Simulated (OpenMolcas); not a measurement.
An OpenMolcas run meant for Ir V (ANO-R1, X2C; inactive shells 1s 2s 2p 3s 3p 3d 4s 4p 4d 4f 5s 5p; intended active space 5 electrons in 5 orbitals (5d)). One step of its input:

```
&RASSCF
FileOrb=start.orb
Symmetry=1
Spin=7
nActEl=5 0 0
Inactive=15 19
Ras2=5 0
CIRoot=1 1 1
SDav=1
CIMx=300
Iter=55 100
PrWF=0.3
OrbListing=Nothing
MaxOrb=0
Atom
>>> COPY $Project.JobIph JOB001
```

Lines from the output:

```
--- SEWARD ---
Basis set label: IR.ANO-R...7S5P4D2F.

      Electronic valence basis set:
      ------------------
      Associated Effective Charge  77.000000 au
      Associated Actual Charge     77.000000 au
      Nuclear Model: Finite nucleus - Gaussian distribution
        Gaussian exponent, Xi/bohr**(-2):  1.43981E+08

      Shell  nPrim  nBasis  Cartesian Spherical Contaminant
         s      25       7        X
         p      20       5        X
         d      15       4                 X
         f      10       2                 X
                  Relativistic X2C integrals
                  Atomic mean-field integrals
--- RASSCF ---

 Nr of active orbitals     NAC=   5
 Spin degeneracy         ISPIN=   7
 There can be no such wave function.
 ************************************************
--- Stop Module: rasscf at  /rc=_RC_INPUT_ERROR_ ---
.####################.
.# User input error #.
.####################.
```

Q: What is wrong with the input?

A: The spin multiplicity does not fit the number of active electrons: an even count needs an odd multiplicity and the reverse.
